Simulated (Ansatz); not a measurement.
Geometry optimisation, DFT PBE, scalar-relativistic, plane waves, PAW in Ansatz.

Input file:

```yaml
crystal:
  lattice:
    - [8.1, 0.0, 0.0]
    - [0.0, 8.1, 0.0]
    - [0.0, 0.0, 8.1]
  atoms:
    - { symbol: Al, position: [0.5, 0.0, 0.0] }
    - { symbol: Al, position: [0.75, 0.25, 0.0] }
    - { symbol: Al, position: [0.75, 0.0, 0.25] }
    - { symbol: Al, position: [0.0, 0.0, 0.0] }
    - { symbol: Al, position: [0.25, 0.25, 0.0] }
    - { symbol: Al, position: [0.5, 0.5, 0.0] }
    - { symbol: Al, position: [0.75, 0.75, 0.0] }
    - { symbol: Al, position: [0.25, 0.0, 0.25] }
    - { symbol: Al, position: [0.5, 0.25, 0.25] }
    - { symbol: Al, position: [0.75, 0.5, 0.25] }
    - { symbol: Al, position: [0.5, 0.0, 0.5] }
    - { symbol: Al, position: [0.75, 0.25, 0.5] }
    - { symbol: Al, position: [0.75, 0.0, 0.75] }
    - { symbol: Al, position: [0.0, 0.5, 0.0] }
    - { symbol: Al, position: [0.25, 0.75, 0.0] }
    - { symbol: Al, position: [0.0, 0.25, 0.25] }
    - { symbol: Al, position: [0.25, 0.5, 0.25] }
    - { symbol: Al, position: [0.5, 0.75, 0.25] }
    - { symbol: Al, position: [0.0, 0.0, 0.5] }
    - { symbol: Al, position: [0.25, 0.25, 0.5] }
    - { symbol: Al, position: [0.5, 0.5, 0.5] }
    - { symbol: Al, position: [0.75, 0.75, 0.5] }
    - { symbol: Al, position: [0.25, 0.0, 0.75] }
    - { symbol: Al, position: [0.5, 0.25, 0.75] }
    - { symbol: Al, position: [0.75, 0.5, 0.75] }
    - { symbol: Al, position: [0.0, 0.75, 0.25] }
    - { symbol: Al, position: [0.0, 0.5, 0.5] }
    - { symbol: Al, position: [0.25, 0.75, 0.5] }
    - { symbol: Al, position: [0.0, 0.25, 0.75] }
    - { symbol: Al, position: [0.25, 0.5, 0.75] }
    - { symbol: Al, position: [0.5, 0.75, 0.75] }
    - { symbol: Al, position: [0.0, 0.75, 0.75] }
    - { symbol: H, position: [0.25057726, -0.00180409, 0.99974456] }
basis:
  ecutwfc: 420.0
kpoints:
  mp_grid: { grid: [3, 3, 3] }
hamiltonian:
  xc: pbe
  pseudopotentials: { kind: paw, azcp: { folder: soft_1 } }
scf:
  occupations: { method: fermi_dirac, width: 0.05 }
  lower_state_search: "off"
relax:
  f_tol: 0.03
  max_steps: 60
  adjacent_minimum: "off"
```

Command:

```bash
$ ansatz run input.yaml --threads 4 --pin off --max-ram 10240MiB --backend cpu --events-out ev --progress --plain --runs-dir out
```

Question: Where does it end, and by what steps?

Answer: The run converged. The force dipped under the threshold on the way, but the program's further checks kept it going. Limits of this set-up: odd electron count without spin, a small cell, in which the defect meets its images. After 4 steps the energy has fallen by 0.053 eV; Al15 moved furthest, 0.05 Å.

| step | energy less start (eV) | largest force component (eV/Å) | accepted |
| --- | --- | --- | --- |
| 0 | 0.0000 | 0.389 | yes |
| 1 | -0.0523 | 0.045 | yes |
| 2 | -0.0535 | 0.005 | yes |
| 3 | -0.0514 | 0.066 | no |
| 4 | -0.0535 | 0.005 | yes |

```xyz
33
Lattice="8.1000 0.0000 0.0000 0.0000 8.1000 0.0000 0.0000 0.0000 8.1000" Properties=species:S:1:pos:R:3
Al 4.097 0.000 0.000
Al 6.075 2.036 0.000
Al 6.075 0.000 2.035
Al -0.047 0.000 0.000
Al 2.025 2.071 0.000
Al 4.060 4.050 0.000
Al 6.075 6.065 0.000
Al 2.025 0.000 2.072
Al 4.047 2.022 2.022
Al 6.075 4.050 2.032
Al 4.060 0.000 4.050
Al 6.075 2.032 4.050
Al 6.075 0.000 6.065
Al -0.010 4.050 0.000
Al 2.025 6.027 0.000
Al 0.003 2.022 2.022
Al 2.025 4.050 2.035
Al 4.047 6.078 2.022
Al -0.010 0.000 4.050
Al 2.025 2.035 4.050
Al 4.057 4.050 4.050
Al 6.075 6.068 4.050
Al 2.025 0.000 6.028
Al 4.047 2.022 6.078
Al 6.075 4.050 6.068
Al 0.003 6.078 2.022
Al -0.007 4.050 4.050
Al 2.025 6.065 4.050
Al 0.003 2.022 6.078
Al 2.025 4.050 6.065
Al 4.047 6.078 6.078
Al 0.003 6.078 6.078
H 2.029 -0.014 8.098
```

Run time: 58 s on 4 threads of Intel(R) Xeon(R) Platinum 8259CL CPU @ 2.50GHz (Skylake/Cascade Lake), on a shared host, peak memory 1.5 GiB.
